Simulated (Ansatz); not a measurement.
The same ligand exchange along the group F, Cl, Br.

Computed with Ansatz on PBE0-D4/def2-TZVP structures; ΔE is electronic, products minus reactants. CCSD(T)/CBS is the MP2 limit (def2-TZVPP, def2-QZVPP) plus CCSD(T) − MP2 in def2-TZVPP, frozen cores. Small cases extrapolate CCSD(T) itself. Functionals use def2-TZVPP. For Br outer-core shells are correlated without core-valence functions, which leaves a few kJ/mol of doubt a bond. Scalar relativity is left out up to krypton. Each species was taken in one conformer, which may not be the lowest.

```tsv
reaction	ωB97X-V (kJ/mol)	B97M-V (kJ/mol)	PBE-D4 (kJ/mol)	r2SCAN-D4 (kJ/mol)	CCSD(T)/CBS(def2) (kJ/mol)
`N[Si]F` + H₂S → `F[Si]S` + NH₃	21	14	7	14	18
`N[Si]Cl` + H₂S → `S[Si]Cl` + NH₃	15	7	-1	6	9
`N[Si]Br` + H₂S → `S[Si]Br` + NH₃	14	5	-2	4	7
```

Largest T1 diagnostic: 0.015, for `F[Si]S`.

Extrapolated directly: `N[Si]F` + H₂S → `F[Si]S` + NH₃; `N[Si]Cl` + H₂S → `S[Si]Cl` + NH₃.
